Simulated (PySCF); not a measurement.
# Two-component Hartree-Fock for Ag (silver, neutral)

Start: [Kr] 4d9 5s1 5p1; 4d3/2 filled at m_j = -3/2, -1/2, +1/2, +3/2; 4d5/2 filled at m_j = -3/2, -1/2, +1/2, +3/2, +5/2; 5s1/2 filled at m_j = +1/2; 5p3/2 filled at m_j = +3/2. Calculated with PySCF 2.14 in x2c-SVPall-2c with one added diffuse shell each of s, p, d type (7s9p7d1f, 76 functions): generalised Hartree-Fock with the X2C-1e Hamiltonian and a Gaussian nucleus; one run each with spin-orbit coupling (SO) switched off, then screened by Boettger's factors. This is a chosen level, not necessarily the ground level.

```csv
spinor shell,electrons,"ε, spin-free (eV)","ε, screened SO (eV)",weight of nominal j (screened SO),"rms radius, screened SO (bohr)"
1s1/2,2,-25648.3,-25646.4,1.000,0.0357
2s1/2,2,-3867.2,-3866.7,1.000,0.146
2p1/2,2,-3463.5,-3585.2,1.000,0.127
2p3/2,4,-3463.5,-3407.4,1.000,0.131
3s1/2,2,-751.25,-751.14,1.000,0.392
3p1/2,2,-615.11,-637.36,1.000,0.387
3p3/2,4,-615.11,-604.81,1.000,0.398
3d3/2,4,-400.71,-404.64,0.999,0.374
3d5/2,6,-400.71,-398.01,1.000,0.377
4s1/2,2,-122.52,-122.54,1.000,0.979
4p1/2,2,-80.557,-85.041,0.988,1.05
4p3/2,4,-80.557,-78.509,0.994,1.08
4d3/2,4,-19.802,-20.497,0.889,1.44
4d5/2,5,-19.802,-19.370,0.911,1.46
5s1/2,1,-9.976,-9.999,0.997,3.32
5p3/2,1,-5.073,-5.008,1.000,4.48
```

```
   quantity    spin-free  screened SO
E (hartree)  -5311.63038  -5312.59245
        M_J          9/2          9/2
       ⟨J²⟩       24.770       24.770
       ⟨L²⟩       12.018       12.032
       ⟨S²⟩        3.752        3.766
```

Each row is a mean over spinors that exchange with the open shell spreads, by up to 5.552 eV (4p3/2).

Rows whose weight is well below 1 are mixtures of j = l ± 1/2: exchange outweighs spin-orbit coupling there, and the label is only the starting occupation.

Breit and QED terms are absent; they matter most for the inner s and p1/2 levels.

Densities and radii are taken from the X2C orbitals without a picture-change correction, which distorts them close to the nucleus.

Without spin-orbit coupling the j labels of p, d and f shells carry no meaning; the spin-free column gives the mean over the occupied spinors of each nl shell.
